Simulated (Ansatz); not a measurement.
The same group exchange along the group O, S, Se.

Program: Ansatz. Geometries: PBE0-D4/def2-TZVP. ΔE: electronic, gas phase. CCSD(T)/CBS adds triple-zeta CCSD(T) − MP2 to the extrapolated MP2 energy (def2 sets, frozen cores). This one scheme is used for every species. DFT in def2-TZVPP. For Se outer-core shells are correlated without core-valence functions, which leaves a few kJ/mol of doubt a bond. Scalar relativity is left out up to krypton. Each species was taken in one conformer, which may not be the lowest.

```
                                                      reaction  CCSD(T)/CBS(def2) (eV)
        `O[Si](Cl)(Cl)Cl` + `FBF` → `OB(F)F` + trichlorosilane                   -0.20
        `S[Si](Cl)(Cl)Cl` + `FBF` → `FB(F)S` + trichlorosilane                       ?
`Cl[Si](Cl)(Cl)[SeH]` + `FBF` → `FB(F)[SeH]` + trichlorosilane                    0.10
```

Task: Fill in the missing values. (Best estimate.)

Result: Ansatz gave: `S[Si](Cl)(Cl)Cl` + `FBF` → `FB(F)S` + trichlorosilane: +0.01 eV.

Largest T1 diagnostic: 0.013, for `FBF`.
